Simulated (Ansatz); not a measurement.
The cluster Pb₃Se₂, relaxed as a singlet with RKS r2SCAN-D4/def2-SVP in Ansatz, starting from the GFN1-xTB geometry. Force threshold 0.02 eV/Å.

In the def2 sets Pb takes a core potential; there is no spin–orbit coupling. The restricted singlet is unstable towards broken spin symmetry in Hartree–Fock (as tested in another run); at r2SCAN-D4/def2-SVP this wasn't settled. The structure comes from a short search, and lower isomers may exist.

Start:

```
atom    x (Å)    y (Å)    z (Å)
 Pb1   1.0572  -1.1139  -0.9582
 Pb2   0.9892   0.1044   1.8431
 Pb3  -1.5306   0.4651  -1.3526
 Se4   0.6958   1.6849  -0.3593
 Se5  -1.2116  -1.1405   0.8271
```

```
        step   energy (eV)  largest force component (eV/Å)  SCF passes
           1  -146441.8643                           0.695          17
2 (rejected)  -146441.8288                           0.774          26
           3  -146441.9444                           0.125          22
           4  -146441.9459                           0.054          21
           5  -146441.9470                           0.005          21
```

Force components are those of the run's own axes.

End:

Cartesian coordinates in Å:
```
Pb 1.082 -1.142 -0.981
Pb 0.963 0.137 1.876
Pb -1.565 0.498 -1.331
Se 0.750 1.721 -0.397
Se -1.230 -1.213 0.833
```

By distances, no bond broke or formed. The bond that changes most is Pb1–Se4, from 2.88 to 2.94 Å (atoms count from 1).

No frequencies were taken in this run, so the end may be a saddle point.

It took 17 s on 4 threads of Arm Neoverse V1 on a shared host.
